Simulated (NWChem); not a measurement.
# C₂H₄BNO₂; SMILES CB(O)N=C=O

```xyz
10

B     -0.0768     0.9573    -0.0021
C      1.2453     1.8131    -0.0002
H      1.8880     1.5211    -0.8465
H      1.8274     1.5966     0.9111
H      1.0821     2.9004    -0.0504
N      0.0026    -0.4733    -0.0012
C     -0.0051    -1.6666    -0.0003
O      0.0073    -2.8357     0.0005
O     -1.3265     1.4837     0.0005
H     -1.3189     2.4455    -0.0002
```
Atoms are numbered in this order, from 1.

Results from NWChem. Medium grid unless said otherwise, to which SCAN and Minnesota functionals are sensitive. Geometry: optimised at PBE0/def2-SVP. B3LYP is NWChem's, with the RPA form of VWN correlation. Total energies of different functionals are on different scales.

| level | energy (Ha) | highest occupied level (eV) | orbital gap (eV) | dipole (D) |
|---|---|---|---|---|
| B3LYP/def2-SVP | -308.5606 | … | … | 3.55 |
| PBE/def2-SVP | -308.1997 | -6.80 | 5.70 | 3.40 |
| LDA (Slater exchange, PW92)/def2-SVP | -306.0491 | -6.98 | 5.63 | 3.53 |
| BHandHLYP/def2-SVP | -308.3869 | -9.63 | 10.58 | 3.75 |
| r2SCAN0/def2-SVP | -308.3450 | -8.56 | 8.57 | 3.70 |
| M06-L/def2-SVP | -308.5292 | -7.19 | 6.42 | 3.57 |
| M06-2X/def2-SVP | -308.4285 | -9.63 | 10.44 | 3.70 |
| r2SCAN/def2-SVP | -308.3891 | -7.19 | 6.36 | 3.56 |
| B97-D/def2-SVP | -308.3634 | -6.83 | 5.86 | 3.46 |
| LC-wPBE (HJS exchange hole, range parameter 0.4 per bohr)/def2-SVP | -308.3269 | -10.97 | 13.14 | 3.64 |
| revPBE/def2-SVP | -308.4690 | -6.74 | 5.73 | 3.37 |

**Question.** Some entries are withheld; supply them.

**Answer.** 
- B3LYP/def2-SVP, highest occupied level (eV): -7.98
- B3LYP/def2-SVP, orbital gap (eV): 7.63
